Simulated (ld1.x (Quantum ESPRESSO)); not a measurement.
## zinc: variants of one TM potential

Base potential:

ld1.x (Quantum ESPRESSO) 7.5 input, shortened:

```
&input
   title='Zn', zed=30., rel=2, dft='PBESOL', iswitch=3,
   config='[Ar] 3d10 4s2 4p0', rel_dist='average'
 /
 &inputp
   pseudotype=2, tm=.true., lloc=0,
   nlcc=.true., rcore=0.70
 /
3
4P  2  1   0.00   0.00  2.50  2.50  0.0
3D  3  2  10.00   0.00  0.80  0.80  0.0
4S  1  0   2.00   0.00  1.60  1.60  0.0
 &test
   configts(1)='3d10 4s2 4p0'
 /
```

Open shells are filled in proportion to 2j + 1 (rel_dist='average').

All-electron outer shells of the reference configuration (PBEsol, scalar-relativistic, ld1.x):

```
shell  level (eV)  outermost node (bohr)  outermost maximum (bohr)
   3s     -128.92                   0.28                      0.59
   3p      -83.26                   0.25                      0.59
   3d      -10.17                      –                      0.56
   4s       -6.00                   0.85                      2.09
   4p       -1.07                   0.92                      3.04
```

Cutoffs, loose and tight: the cutoffs (Ry, on a coarse ladder) from which the occupation-weighted sum of valence levels, in a spherical-Bessel basis at the reference potential, stays within 10 and 1 mRy of its value at 400 Ry. They do not see the model core or the augmentation charge, which bear on the density cutoff. Test errors are all-electron minus pseudo excitation energies from the reference, over the configurations 3d10 4s1 4p0; 3d10 4s0 4p0; 3d9 4s0 4p0; 3d8 4s0 4p0; 3d10 4s1 4p1; 3d10 4s0 4p1; 3d9 4s2 4p1. A dash means not determined; rows that change the core or the reference have their own tests. The largest error is taken over the tests solved by every variant that gives reliable tests at all: 3d10 4s0 4p0; 3d10 4s0 4p1; 3d10 4s1 4p0; 3d10 4s1 4p1; 3d8 4s0 4p0; 3d9 4s0 4p0.

A true bound ghost makes a file unfit for plane-wave use even where its test errors are small: the radial tests pick states by their node count and pass the ghost by. Where a test does run into it, the solver fails or the error is huge.

| change | outcome | cutoff, loose | cutoff, tight | bound ghosts | largest test error (meV) |
| --- | --- | --- | --- | --- | --- |
| base | generated | over 300 Ry | over 300 Ry | none | -2384 |
| wave 4s (bound): rc 1.60 bohr becomes 4s (bound): rc 1.12 bohr | generated | over 300 Ry | over 300 Ry | p3/2, p1/2, s (extra level of the local part) | -2468 |
| wave 4s (bound): rc 1.60 bohr becomes 4s (bound): rc 1.34 bohr | generated | over 300 Ry | over 300 Ry | p3/2, p1/2 | -2479 |
| wave 4s (bound): rc 1.60 bohr becomes 4s (bound): rc 1.56 bohr | generated | over 300 Ry | over 300 Ry | none | -2404 |
| wave 4s (bound): rc 1.60 bohr becomes 4s (bound): rc 1.84 bohr | generated | over 300 Ry | over 300 Ry | none | -2325 |
| wave 4s (bound): rc 1.60 bohr becomes 4s (bound): rc 2.02 bohr | generated | over 300 Ry | over 300 Ry | none | -2376 |
| wave 4s (bound): rc 1.60 bohr becomes 4s (bound): rc 2.42 bohr | generated | over 300 Ry | over 300 Ry | none | -2765 |

Reading the sweep of the s radius (base included, trends over the rows without a ghost): The median size of the test errors (rows with all tests solved) stays near 61.0 meV. Bound ghosts are found at 1.12, 1.34 bohr.
